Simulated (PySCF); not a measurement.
Si2BH7O3

Si2BH7O3 is a small molecule, neutral, singlet. The structure, one conformer, was relaxed in the gas phase by PBE0-D3(BJ)/def2-SVP. No frequency run checks that it is a minimum.

SMILES: OB(O[SiH3])O[SiH3]

```tsv
atom	x (Å)	y (Å)	z (Å)
O1	-1.120	0.197	2.436
B2	-0.524	0.082	1.222
O3	-1.102	0.722	0.172
Si4	-1.116	1.148	-1.425
O5	0.622	-0.666	1.110
Si6	1.634	-1.132	-0.129
H7	-0.631	-0.295	3.104
H8	0.279	1.336	-1.929
H9	-1.863	2.429	-1.561
H10	-1.787	0.085	-2.228
H11	2.601	-0.041	-0.446
H12	2.372	-2.341	0.329
H13	0.842	-1.461	-1.353
```

Shieldings: GIAO PBE0/pcSseg-1. Shifts are against computed references at the same level: H TMS (σ 31.27 ppm), Si TMS (σ 352.0 ppm). Core levels by delta-SCF with SCAN, pcX-2 on the ionised atom and pcseg-1 elsewhere, spin-free X2C (2p3/2 is the spin-free 2p value less a third of a first-order spin-orbit splitting); from the vacuum level, for chosen atoms.

Problem. Give the shieldings and core levels atom by atom.

Solution. 
| atoms | bonded to | σ (ppm) | δ (ppm) | core level (eV) |
| --- | --- | --- | --- | --- |
| O1 | 1 B + 1 H | 233.2 | - | 1s 538.97 |
| B2 | 3 O | 85.7 | - | 1s 198.44 |
| O3 | 1 B + 1 Si | 279.1 | - | 1s 538.28 |
| Si4 | 1 O + 3 H | 393.0 | -41.0 | - |
| O5 | 1 B + 1 Si | 267.8 | - | 1s 538.38 |
| Si6 | 1 O + 3 H | 388.5 | -36.5 | 2p3/2 107.81 |
| H7 | 1 O | 28.16 | 3.11 | - |
| H8 H9 H10 | 1 Si | 26.10 | 5.17 | - |
| H11 H12 H13 | 1 Si | 26.22 | 5.04 | - |

Values are those of this one static structure, with the three H of a rotating XH3 group averaged; atoms that internal rotation interchanges would show their mean in an NMR spectrum.

Problem. Which of O1, O3, O5 holds its core electrons tightest, and by how much against the loosest?

Solution. O1 (bonded to 1 B + 1 H), by 0.68 eV over O3 (bonded to 1 B + 1 Si).

Problem. By CAM-B3LYP/def2-SVPD (TDDFT singlets, Tamm-Dancoff triplets, ionisation by delta-SCF), where does absorption start, and what does vertical ionisation take?

Solution. The lowest singlet lies at 7.48 eV (f 0.006), the strongest of the first 6 at 8.43 eV (f 0.021), the lowest triplet at 7.16 eV; vertical ionisation takes 11.04 eV.
